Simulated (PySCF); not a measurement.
silanone (H₂OSi), SMILES O=[SiH2]. Heavy atoms are numbered as in [SiH2:1]=[O:2]. Hydrogens are named by the atom that carries them.

Geometry: ωB97X-D3(BJ)/def2-TZVP.

Method: PBE/pcSseg-2 (PySCF).

GIAO shieldings, no solvent; atoms alike by connectivity are averaged. δ = σ(ref) − σ: ²⁹Si against TMS (σ = 324.1 ppm); ¹⁷O against H2O (σ = 327.5 ppm); ¹H against TMS (σ = 31.47 ppm), references at their B3LYP-D3(BJ)/def2-TZVP geometries, non-relativistic.

```
nucleus       atoms  count  δ (ppm)
-------  ----------  -----  -------
²⁹Si     Si1 (SiH2)      1     80.4
¹⁷O              O2      1    507.5
¹H         H on Si1      2     7.11
```
